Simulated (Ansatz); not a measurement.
Mulliken charges of H₄OSSi₂, SMILES `O[SiH]1[SiH2]S1` from r2SCAN/def2-TZVPP in Ansatz (PBE0-D4/def2-TZVP geometry).

| atom | x (Å) | y (Å) | z (Å) | charge (e) |
| --- | --- | --- | --- | --- |
| O1 | -0.244 | 2.047 | -0.533 | -0.398 |
| Si2 | -0.397 | 0.718 | 0.412 | 0.482 |
| Si3 | 0.649 | -1.244 | 0.097 | 0.204 |
| S4 | -1.457 | -0.966 | -0.358 | -0.318 |
| H5 | -0.029 | 1.908 | -1.457 | 0.208 |
| H6 | -0.842 | 1.223 | 1.724 | -0.056 |
| H7 | 1.488 | -1.501 | -1.100 | -0.060 |
| H8 | 0.925 | -2.243 | 1.158 | -0.062 |

By hand: the dipole of these point charges (1 e Å = 4.8032 D).

Σ q r = (0.396, 0.142, 0.139) e Å, of length 0.443 e Å = 2.13 D.

How does the dipole of the full density compare? (An estimate is asked.)

The calculation gave: (0.287, 0.036, -0.118) e Å, 1.50 D; the point charges give 1.42 times that, at 42° from its direction.

Point charges leave out the atoms' own dipoles, such as those of lone pairs, and Mulliken's split depends on the basis, so the two needn't agree.
